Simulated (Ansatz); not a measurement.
Basis sets compared for [CuCl2]- (CuCl₂⁻). Total charge -1; singlet. Geometry B3LYP-D4/def2-TZVPD. Ansatz on 4 threads of Arm Neoverse V2 on a shared host; times are rough, and most runs start from earlier orbitals.

```xyz
3

Cu    0.000    0.000    0.000
Cl    0.327    0.723   -2.006
Cl   -0.327   -0.723    2.006
```

At HF/STO-3G the highest occupied level of the charge -1 singlet lies above zero (up to 2.00 eV). In Hartree–Fock with STO-3G the lack of diffuse functions raises the level.

```tsv
level	functions	energy (Eh)	HOMO (eV)	LUMO (eV)	wall time
HF/STO-3G	36	-2529.4515	2.00	9.96	0.15 s
PBE-D4/def2-SVPD	88	-2560.0069	-0.54	2.95	0.65 s
PBE0-D4/def2-SVPD	88	-2560.0867	-2.30	3.55	1 s
```

Question: Estimate the rows for HF/def2-TZVPD, PBE-D4/def2-TZVPD, PBE0-D4/def2-TZVPD.

Answer: 
| level | functions | energy (Eh) | HOMO (eV) | LUMO (eV) | wall time |
| --- | --- | --- | --- | --- | --- |
| HF/def2-TZVPD | 140 | -2558.1509 | -6.13 | 4.65 | 1 s |
| PBE-D4/def2-TZVPD | 140 | -2560.5545 | -0.66 | 2.84 | 1 s |
| PBE0-D4/def2-TZVPD | 140 | -2560.6219 | -2.37 | 3.41 | 1.7 s |
